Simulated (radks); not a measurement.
The numbers below are computed, except where a source is named.
Question: Radial electron density D(r) = 4 pi r^2 rho(r) of an atom or ion with 6 electrons. Level of theory: scalar-relativistic Kohn-Sham, PBE, spin-polarised, spherical densities, point nucleus (a radial shooting solver on a logarithmic mesh with Libxc functionals).

```
   r/bohr * D(r) (the largest magnitude, 34.3, reaches the edge; | marks zero)
 0.003528 |     *
 0.003914 |      *
 0.004378 |        *
 0.004858 |          *
  0.00539 |           *
 0.005981 |             *
  0.00669 |                *
 0.007423 |                   *
 0.008237 |                      *
  0.00914 |                         *
  0.01022 |                             *
  0.01134 |                                *
  0.01259 |                                    *
  0.01397 |                                        *
   0.0155 |                                           *
  0.01733 |                                               *
  0.01923 |                                                  *
  0.02134 |                                                    *
  0.02368 |                                                      *
  0.02649 |                                                      *
  0.02939 |                                                     *
  0.03261 |                                                   *
  0.03618 |                                                 *
  0.04047 |                                             *
  0.04491 |                                         *
  0.04983 |                                     *
  0.05529 |                                 *
  0.06185 |                               *
  0.06862 |                              *
  0.07614 |                              *
  0.08449 |                                *
   0.0945 |                                    *
   0.1049 |                                       *
   0.1164 |                                         *
   0.1291 |                                          *
   0.1433 |                                         *
   0.1602 |                                      *
   0.1778 |                                 *
   0.1973 |                           *
   0.2189 |                    *
   0.2448 |              *
   0.2717 |         *
   0.3015 |      *
   0.3345 |    *
   0.3741 |  *
   0.4151 | *
   0.4606 |*
   0.5111 |*
   0.5717 *
   0.6344 *
   0.7039 *
    0.781 *
   0.8736 *
   0.9694 *
    1.076 *
```

What is the nuclear charge?

Answer: Z = 37. The innermost maximum, from 1s, lies near gamma/Z bohr with gamma = sqrt(1 - (Z/c)^2) = 0.963, here 0.026 bohr (found: 0.0261), and its height grows with Z. The density is that of the rubidium ion Rb31+ in 1s1.5 2s2 2p2 3d0.5; the configuration itself is not fixed sharply by these data, and Z only to a few units. D(r) has 2 maxima, at r = 0.0261, 0.130 bohr, and minima at 0.0692 bohr, inside which lie 1.65 electrons.
